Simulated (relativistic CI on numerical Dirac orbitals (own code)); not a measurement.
# Sc²⁺ in a cubic cluster: 3s photoemission with charge transfer

Computed with a charge-transfer multiplet model of a cubic metal-ligand cluster with up to 2 ligand holes, Slater and spin-orbit integrals from Dirac-Coulomb-Breit ions, Slater integrals scaled by 0.8. The ground state mixes d1 with configurations of k ligand holes L, whose averages lie at kΔ + k(k − 1)U_dd/2; a core hole lowers each added d electron by U_cd. 300 K, Lorentzian 1.4 eV and Gaussian 0.8 eV FWHM.

Atomic integrals in eV (Slater integrals scaled, ζ unscaled), ground: F2dd 4.710, F4dd 2.885, zeta_d 0.008; with the core hole: F2dd 4.710, F4dd 2.885, zeta_d 0.013, G2cd 7.380. Where a configuration has fewer than two d electrons, the dd integrals are those of d2.

Cluster parameters (eV): U_dd = 5.4, U_cd = 6.9, 10Dq = 0.45, 10Dq(ligand) = 0.9, V(eg) = 1.8, V(t2g) = -0.97, final-state hopping factor = 1.

```csv
Case,n_d,d1,d2L,d3L2,S
Δ = 7 eV,1.26,0.76,0.23,0.02,0.50
Δ = 8 eV,1.21,0.80,0.19,0.01,0.50
Δ = 9 eV,1.18,0.83,0.16,0.01,0.50
Δ = 10 eV,1.15,0.85,0.14,0.01,0.50
Δ = 12 eV,1.11,0.89,0.10,0.00,0.50
```

Weights, n_d and S are thermal averages at 300 K. Binding energies count from the first peak over 30 % of the highest in each spectrum, which can be another peak from case to case. The parameters are a model scan and need not match a compound or its usual spin state. Peaks in eV (height, largest 100):
- Δ = 7 eV: 0.0 (100), 2.8 (41), 7.3 (26), 10.6 (13)
- Δ = 8 eV: 0.0 (100), 2.9 (41), 7.2 (24), 10.5 (11)
- Δ = 9 eV: 0.0 (100), 2.9 (40), 5.3 (16), 7.3 (20), 10.5 (8)
- Δ = 10 eV: 0.0 (100), 2.8 (40), 5.7 (14), 7.4 (15), 10.5 (6)
- Δ = 12 eV: 0.0 (100), 2.9 (39), 6.8 (9), 8.3 (8)

For the case Δ = 9 eV, Δ = 9 eV is larger than U_dd = 5.4 eV, the Mott-Hubbard side of the Zaanen-Sawatzky-Allen scheme. With the core hole the configuration with one ligand hole lies at Δ − U_cd = 0.1, 1.1, 2.1, 3.1, 5.1 eV from the one without, in the order of the table; where this is negative the screened configuration lies lower, though the effective hopping of about 4.1 eV (from the holes of the mixed ground state) mixes the two strongly wherever it is as large as the gap.

Without intra-shell correlation the exchange splitting of the 3s hole comes out too large.
